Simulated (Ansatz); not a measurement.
`C[CH2][SnH2][CH2]C` at its PBE0-D4/def2-TZVP geometry, where that method's forces vanish. Charge 0, multiplicity 1. Sn: def2 effective core potential.

```
atom    x (Å)    y (Å)    z (Å)
  C1   1.6357  -0.1079   1.5355
  C2   1.3392   1.0052   0.5406
 Sn3  -0.7671   1.2386   0.1526
  C4  -1.5583  -0.6554  -0.5020
  C5  -0.8077  -1.2264  -1.6967
  H6   2.7105  -0.2158   1.7118
  H7   1.1663   0.0807   2.5048
  H8   1.2687  -1.0758   1.1824
  H9   1.7216   1.9639   0.8990
 H10   1.8278   0.8127  -0.4183
 H11  -1.0190   2.4182  -1.0688
 H12  -1.5607   1.7508   1.5861
 H13  -1.5150  -1.3391   0.3499
 H14  -2.6164  -0.5132  -0.7349
 H15  -1.2201  -2.1910  -2.0089
 H16  -0.8562  -0.5590  -2.5614
 H17   0.2506  -1.3864  -1.4718
```

(1) For each bond, give half the difference of the two atoms' forces along it (eV/Å; positive pushes the atoms apart) under PBE-D4, r2SCAN-D4, B3LYP-D4, ωB97M-V in def2-TZVPP. (An estimate is asked.)

Answers

(1) Ansatz gave: 
```csv
bond,length (Å),PBE-D4,r2SCAN-D4,B3LYP-D4,ωB97M-V
C1–C2,1.522,-0.02,0.11,0.18,0.25
C1–H6,1.095,0.12,-0.02,-0.07,-0.11
C1–H8,1.094,0.11,-0.03,-0.07,-0.07
C2–H9,1.093,0.10,-0.04,-0.12,-0.08
C2–H10,1.093,0.10,-0.04,-0.12,-0.08
Sn3–C4,2.154,0.07,0.06,0.16,-0.05
Sn3–H11,1.717,0.05,-0.03,-0.03,-0.06
Sn3–H12,1.717,0.05,-0.03,-0.03,-0.06
C4–C5,1.522,-0.02,0.11,0.18,0.25
C4–H13,1.093,0.10,-0.04,-0.12,-0.08
C4–H14,1.093,0.10,-0.04,-0.12,-0.08
C5–H15,1.095,0.12,-0.02,-0.07,-0.10
C5–H16,1.093,0.11,-0.04,-0.06,-0.08
C5–H17,1.094,0.11,-0.03,-0.07,-0.07
```

B3LYP here is the variant with VWN-RPA as its local correlation; programs differ in this.
